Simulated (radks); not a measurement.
All-electron atom: Nd30+ in [Ar] 3d10 4s2 (the NIST ground configuration). All-electron calculation, Dirac Kohn-Sham, Wu-Cohen GGA, spin-unpolarised, spherical densities, finite nucleus; Fermi nuclear charge, rms radius 4.9123 fm. Program: a radial shooting solver on a logarithmic mesh with Libxc functionals.

Spin-orbit splittings of the eigenvalues, e(l+1/2) - e(l-1/2), with zeta = 2 splitting/(2l+1) and mean radii in bohr:

shell,occ.,splitting (eV),zeta (eV),<r> j=l-1/2,<r> j=l+1/2
2p,6,522.4,348.3,0.08403,0.09041
3p,6,108.2,72.16,0.2510,0.2626
3d,10,23.86,9.543,0.2329,0.2365
